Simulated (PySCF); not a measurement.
# Spin-rotation constants: (KH)3 ring

Geometry (Å), atoms numbered from 1 in this order:
```xyz
6

K     1.6648    1.1532   -0.5104
H    -0.0822    1.1240   -1.3918
K    -1.7601    0.1572   -1.1139
H    -1.4287   -0.9882    0.4398
K     0.0954   -1.3100    1.6237
H     1.5108   -0.1361    0.9526
```

Computed, not measured: GIAO OLYP/def2-SVP (def2-TZVP on K) magnetisability, rotational g tensor and spin-rotation constants, non-relativistic, gas phase (PySCF). Geometry: GFN2-xTB.

The bonding changed while the geometry was optimised; results refer to the coordinates, not to the name.

Q: Give the nuclear spin-rotation constants along the inertial axes (H = +C I·J) beside the isotropic shieldings.

A: Rotational constants 1.9456, 1.9448, 0.9726 GHz.
```
atom  isotope  Caa (kHz)  Cbb (kHz)  Ccc (kHz)  mean (kHz)  σ (ppm)
  K1      39K      0.137      0.137      0.126       0.134   1013.7
  H2       1H     -0.006     -0.006     -0.032      -0.015     24.7
  K3      39K      0.137      0.137      0.126       0.133   1014.2
  H4       1H     -0.006     -0.006     -0.032      -0.015     24.7
  K5      39K      0.137      0.137      0.126       0.134   1013.9
  H6       1H     -0.006     -0.006     -0.032      -0.015     24.7
```
Where two moments of inertia are equal or nearly so, the constants along those axes are given as their average.
For the geometry as given, no vibrational averaging.
